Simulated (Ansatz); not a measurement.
System: H2BO2, charge 0, multiplicity 2. SMILES: O[B]O
Geometry: optimised at B3LYP-D3(BJ)/def2-TZVP (Ansatz, an electronic-structure program).

Wanted: atomisation energy, in kcal/mol. Set-up: spin-orbit terms left out; UHF or UKS for open shells; valence correlation only; non-relativistic; no dispersion term unless named; 6-311+G** with 5d; atomisation electronic, to ground-state atoms. Basis-set limits of correlation are two-point, X^-3; Hartree-Fock from the larger set. [CCSD(T)-MP2]/basis is that difference in the basis named. First-principles rows: single points at B3LYP-D3(BJ) geometries (Ansatz).

```
species  coefficient  E at B3LYP/6-311+G** (Ansatz), Eh  E at PBE/def2-TZVPD (Ansatz), Eh
-------  -----------  ---------------------------------  --------------------------------
O[B]O             -1                         -176.58412                        -176.40295
B atom            +1                          -24.66247                         -24.61015
H atom            +2                           -0.50216                          -0.49962
O atom            +2                          -75.08988                         -75.01069
```

Coupled cluster (Ansatz) is a level with limits of its own, used here on species with T1 under 0.025 (0.045 for open shells) and stable references: RI-MP2/CBS(aug-cc-pVTZ,aug-cc-pVQZ)+[CCSD(T)-MP2]/aug-cc-pVTZ. Value to compare with, RI-MP2/CBS(aug-cc-pVTZ,aug-cc-pVQZ)+[CCSD(T)-MP2]/aug-cc-pVTZ (Ansatz): 468.9 kcal/mol. 1 Eh = 627.5095 kcal/mol.

Question: Work the quantity out at each level, and compare with RI-MP2/CBS(aug-cc-pVTZ,aug-cc-pVQZ)+[CCSD(T)-MP2]/aug-cc-pVTZ (Ansatz).

Answer: 
- B3LYP/6-311+G**: the sum of coefficient times E is 0.73757 Eh, or 462.83 kcal/mol. Result: 462.8 kcal/mol. Its difference against RI-MP2/CBS(aug-cc-pVTZ,aug-cc-pVQZ)+[CCSD(T)-MP2]/aug-cc-pVTZ (Ansatz) is -6.1 kcal/mol.
- PBE/def2-TZVPD: the sum of coefficient times E is 0.77218 Eh, or 484.55 kcal/mol. Result: 484.6 kcal/mol. Its difference against RI-MP2/CBS(aug-cc-pVTZ,aug-cc-pVQZ)+[CCSD(T)-MP2]/aug-cc-pVTZ (Ansatz) is 15.7 kcal/mol.
